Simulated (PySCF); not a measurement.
Vertical excitations of a molecule C₂H₆O₃Si from PySCF with TDA-PBE/def2-SVPD, as energy in eV (oscillator strength): 5.49 (0.001), 5.81 (0.001), 6.41 (0.021), 6.55 (0.029), 6.92 (0.002), 6.99 (0.008), 7.10 (0.024), 7.20 (0.010), 7.32 (0.014), 7.51 (0.005). Lowest triplet (TDA): 4.97 eV. Geometry optimised at B3LYP-D3(BJ)/def2-SVP. Other conformers were not sampled.

**Question.** Which structure fits?
A) O[Si@@H]1COCO1
B) CC(=O)O[SiH2]O
C) CO[SiH2]C(=O)O
D) C=CO[SiH](O)O

**Answer.** B, CC(=O)O[SiH2]O
